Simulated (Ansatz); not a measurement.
CF2, SMILES `F[C]F` (lower singlet) (charge 0, multiplicity 1). This singlet lies 2.48 eV below the relaxed triplet at the level composite: frozen-core CCSD(T) with HF/cc-pVQZ and the correlation energy extrapolated as X^-3 from cc-pVTZ and cc-pVQZ, plus CCSDT(Q) minus CCSD(T) in cc-pVDZ // PBE0-D3(BJ)/def2-TZVP (Ansatz, a program for electronic structure).

These are frozen-core fic-MRCISD+Q@CASSCF(2e,2o)/cc-pVTZ // PBE0-D3(BJ)/def2-TZVP (Ansatz) values and carry that method's errors.

Ansatz 0.2 input:
```yaml
crystal:
  periodic: [false, false, false]
  atoms:
    - { symbol: F, position_ang: [1.026438, -0.26348, -0.000003] }
    - { symbol: C, position_ang: [-0.000152, 0.527548, -0.000001] }
    - { symbol: F, position_ang: [-1.026287, -0.264069, 0.000004] }
basis:
  gaussian: { orbitals: cc-pVTZ }
correlation:
  method: fic_mrcisd_q
  active_space: { window: { electrons: 2, orbitals: 2 } }
```

Output:

```
Functional definition: HF
573 factors; integrals over basis functions are off by at most 4.2e-4 eV
mean field evaluation 1: about -6440.8548 eV, gradient 3.0e1 eV
mean field evaluation 2: about -6440.8622 eV, gradient 3.0e1 eV
mean field evaluation 4: about -6442.4000 eV, gradient 2.7e0 eV
mean field evaluation 8: about -6442.4337 eV, gradient 3.1e-4 eV
mean field -6442.43366570 eV, -236.7550703762 hartree, gradient 1.5e-6 eV, S^2 0.000000; 0 other end points of the search recorded, 0 dependent functions left out; unrestricted orbitals would lower it
reference -6442.43366570 eV, -236.7550703762 hartree; 12, 12 occupied and 78, 78 virtual orbitals, 573 factors
state -6443.03294139 eV, -236.7770933514 hartree
contracted CI cycle   1: correlation 0.00000000 eV, 0.0000000000 hartree, residual 5.83e1 eV
contracted CI cycle   2: correlation -15.01780163 eV, -0.5518940304 hartree, residual 7.54e0 eV
contracted CI cycle   3: correlation -15.38257070 eV, -0.5652990467 hartree, residual 1.72e0 eV
contracted CI cycle   4: correlation -15.40704682 eV, -0.5661985273 hartree, residual 5.88e-1 eV
contracted CI cycle   5: correlation -15.41045486 eV, -0.5663237706 hartree, residual 1.85e-1 eV
contracted CI cycle   6: correlation -15.41074300 eV, -0.5663343596 hartree, residual 5.27e-2 eV
contracted CI cycle   7: correlation -15.41076592 eV, -0.5663352018 hartree, residual 1.56e-2 eV
contracted CI cycle   8: correlation -15.41076780 eV, -0.5663352707 hartree, residual 4.14e-3 eV
contracted CI cycle   9: correlation -15.41076792 eV, -0.5663352754 hartree, residual 1.04e-3 eV
contracted CI cycle  10: correlation -15.41076793 eV, -0.5663352758 hartree, residual 3.35e-4 eV
state -6443.03294139 eV, -236.7770933514 hartree; corrected -6460.00478359 eV, -237.4007970483 hartree
Total energy: -6460.00478359 eV, -237.4007970483 hartree
```
